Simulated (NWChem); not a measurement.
Molecule: SOF, doublet; SMILES O=[S]F

```xyz
3

O     -0.5273     1.2167     0.0000
S      0.4571     0.1220     0.0000
F     -0.3440    -1.2984     0.0000
```
Atoms are numbered in this order, from 1.

Program: NWChem. Spin-unrestricted. In the optimisation the excess spin sits in a" (Cs, its own frame). Structure relaxed at the PBE0/def2-SVP, spin-unrestricted level. No stability test was run on the SCF state.

Question: What does the run give for BHandHLYP/def2-TZVP? Quantities: highest occupied level (eV); lowest empty minus highest occupied level, either spin (eV); dipole (D); <S²>.

Answer: 
```yaml
highest occupied level (eV): -8.95
lowest empty minus highest occupied level, either spin (eV): 6.69
dipole (D): 1.96
"<S²>": 0.762
```
